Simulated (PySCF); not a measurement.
Several molecules and their computed UV-vis stick spectra, shuffled. The calculation used TDDFT CAM-B3LYP/def2-SVPD, vertical, gas phase, core orbitals frozen in the response (PySCF 2.14.0, density-fitted response routines). Geometries: PBE0-D3(BJ)/def2-SVP; one conformer of each isolated species. Triplets are in the Tamm–Dancoff approximation.

A. `C=C(C)C(=C)C(C)(C)C`
B. `N#CC1=CC=CC1`
C. `C[Si](F)(F)N=C=O`
D. `C(=C=C=C=C=C=[C])=C=[C]` [singlet]
E. `CC1(C=C2CCC2)CCCC1`

Lowest singlet levels (six at most, fewer where fewer were computed) with oscillator strengths:

1. 6.42 eV (f 0.080); 6.60 eV (f 0.001); 6.95 eV (f 0.011); 7.15 eV (f 0.171); 7.30 eV (f 0.131); 7.31 eV (f 0.286); T1 4.21 eV
2. 6.47 eV (f 0.022); 6.55 eV (f 0.384); 7.22 eV (f 0.004); 7.31 eV (f 0.002); 7.48 eV (f 0.001); 7.80 eV (f 0.080); T1 4.17 eV
3. 4.69 eV (f 0.215); 6.22 eV (f 0.000); 6.47 eV (f 0.000); 6.57 eV (f 0.019); 6.58 eV (f 0.004); 7.19 eV (f 0.159); T1 2.71 eV
4. 7.40 eV (f 0.000); 7.63 eV (f 0.000); 7.65 eV (f 0.000); 8.15 eV (f 0.012); 8.21 eV (f 0.003); 9.42 eV (f 0.098); T1 6.70 eV
5. 1.15 eV (f 0.000); 1.33 eV (f 0.000 summed over 2 states); 3.32 eV (f 0.000); 3.43 eV (f 0.001 summed over 2 states); 3.44 eV (f 0.027 summed over 2 states); 3.54 eV (f 0.000 summed over 2 states); T1 1.08 eV

**Question.** Match each spectrum to its molecule.

**Answer.** 1 = A, 2 = E, 3 = B, 4 = C, 5 = D.
- A: S1 at 6.42 eV, HOMO→LUMO+1 (50%), HOMO→LUMO (37%); Löwdin shares by element: HOMO carbon 76% or more (atoms not listed hold the other 24%); LUMO carbon 36% or more (atoms not listed hold the other 64%); HOMO -8.33 and LUMO 1.21 eV.
- B: S1 at 4.69 eV, HOMO→LUMO (97%); Löwdin shares by element: HOMO carbon 71% or more (atoms not listed hold the other 29%); LUMO carbon 65% or more (atoms not listed hold the other 35%); HOMO -8.30 and LUMO -0.84 eV; point group Cs, 2 of its 6 listed states under f = 0.0005.
- C: S1 at 7.40 eV, HOMO→LUMO+1 (74%), HOMO-1→LUMO+2 (14%); Löwdin shares by element: HOMO nitrogen 42%, oxygen 29%, carbon 20%; LUMO carbon 38%, silicon 30%, oxygen 6% (atoms not listed hold the other 26%); HOMO -10.78 and LUMO 0.61 eV.
- D: S1 at 1.15 eV, HOMO-1/HOMO→LUMO/LUMO+1 (98%); HOMO -9.02 and LUMO -4.43 eV; point group D∞h, 6 of its 10 listed states under f = 0.0005.
- E: S1 at 6.47 eV, HOMO→LUMO (62%), HOMO→LUMO+1 (22%); Löwdin shares by element: HOMO carbon 74% or more (atoms not listed hold the other 26%); LUMO carbon 26% or more (atoms not listed hold the other 74%); HOMO -7.92 and LUMO 1.23 eV.
A and E have S1 within 0.06 eV of each other; their strongest listed levels stand at 7.31 eV (f 0.286) and 6.55 eV (f 0.384).

A slash joins orbitals within 0.01 eV of each other, whose weights are summed (≥ marks a lower bound).
